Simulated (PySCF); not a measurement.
These compounds are isomers of formula C8H7FO2.

A. `CCC1=C(F)C(=O)C=CC1=O`
B. `COc1cccc(C(=O)F)c1`
C. `C1(CC(=O)O)=CC=CC=C1F`

Spectrum 1. 13C{1H} NMR (computed): δ 193.8 (C), 185.6 (C), 165.7 (C), 142.0 (CH), 140.1 (CH), 137.2 (C), 20.6 (CH2), 17.0 (CH3).

Spectrum 2. 13C{1H} NMR (computed): δ 176.5 (C), 171.7 (C), 137.9 (CH), 134.9 (CH), 129.0 (CH), 128.7 (C), 121.3 (CH), 37.0 (CH2).

Spectrum 3. 13C{1H} NMR (computed): δ 167.0 (C), 166.4 (C), 135.2 (CH), 131.9 (CH), 130.6 (C), 130.4 (CH), 117.9 (CH), 56.3 (CH3).

A single conformation, averaged over atoms made equivalent by symmetry, fast rotation or ring inversion, non-relativistic Hamiltonian, in vacuum. Geometry from GFN2-xTB; shieldings: GIAO PBE0/pcSseg-1; PySCF.

Chemical shifts δ = σref − σ; TMS for 13C, all at this level. Splittings of carbon signals by F and P are missing where no couplings were computed. Acid and N–H amide carbonyl carbons lie up to 10 ppm further downfield in solution (hydrogen bonding). Shifts are as computed. Against solution values, carbons near 30 ppm lie about +3 ppm off and those near 130 ppm about +5 ppm. Of 1211 compounds with measured shifts, 218 miss one by over three times the rms of a fit or turn the order of signals round; such compounds aren't used in these exercises.

Q: Which spectrum belongs to which compound?

A: 1–A, 2–C, 3–B.

- Spectrum 1 (A): 8 13C signals; δC 193.8 is a ketone carbonyl carbon; δC 185.6 is a ketone carbonyl carbon.
- Spectrum 2 (C): 8 13C signals; δC 176.5 is a carboxylic acid carbon; δC 171.7 is an aromatic carbon bearing fluorine.
- Spectrum 3 (B): 8 13C signals; δC 167.0 is an aromatic carbon bearing oxygen; δC 135.2 is an aromatic CH.
